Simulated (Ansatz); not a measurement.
CSi (SMILES [C]=[Si]), triplet (typed; the unrestricted solution is spin-contaminated), geometry from GFN2-xTB; MP2/cc-pV(D+d)Z run with Ansatz (a quantum-chemistry and plane-wave program).

Input for Ansatz:
Ansatz 0.2 input:
```yaml
crystal:
  periodic: [false, false, false]
  atoms:
    - {symbol: Si, position_ang: [-0.00000000, -0.00000000, -0.51650348]}
    - {symbol: C, position_ang: [0.00000000, 0.00000000, 1.20517479]}
basis:
  gaussian:
    orbitals: cc-pV_D+d_Z.json
magnetization: {spin_polarized: true, initial_magnetization: 2}
correlation: {method: mp2}
```
The basis file holds cc-pV(D+d)Z in the JSON format of the Basis Set Exchange.

Predict the main parts of the log of this Ansatz run.


```
Functional definition: HF
391 factors; integrals over basis functions are off by at most 8.8e-4 eV
mean field evaluation 1: about -8886.0015 eV, gradient 1.2e1 eV
mean field evaluation 2: about -8886.0033 eV, gradient 1.2e1 eV
mean field evaluation 4: about -8887.3254 eV, gradient 2.5e0 eV
mean field evaluation 8: about -8887.9623 eV, gradient 9.1e-1 eV
mean field evaluation 16: about -8888.0418 eV, gradient 1.9e-6 eV
mean field evaluation 32: about -8887.8487 eV, gradient 1.3e0 eV
mean field evaluation 64: about -8888.0418 eV, gradient 1.9e-6 eV
mean field evaluation 96: about -8887.4269 eV, gradient 1.1e0 eV
mean field evaluation 128: about -8886.6764 eV, gradient 9.6e0 eV
mean field -8888.04181640 eV, -326.6295122216 hartree, gradient 1.9e-6 eV, S^2 2.528626; 12 other end points of the search recorded, 0 dependent functions left out
6 core orbitals not correlated
reference -8888.04181640 eV, -326.6295122216 hartree; 5, 3 occupied and 26, 28 virtual orbitals, 391 factors
second order -3.53295821 eV of doubles, -0.00000000 eV of singles
Total energy: -8891.57477462 eV, -326.7593460413 hartree
```
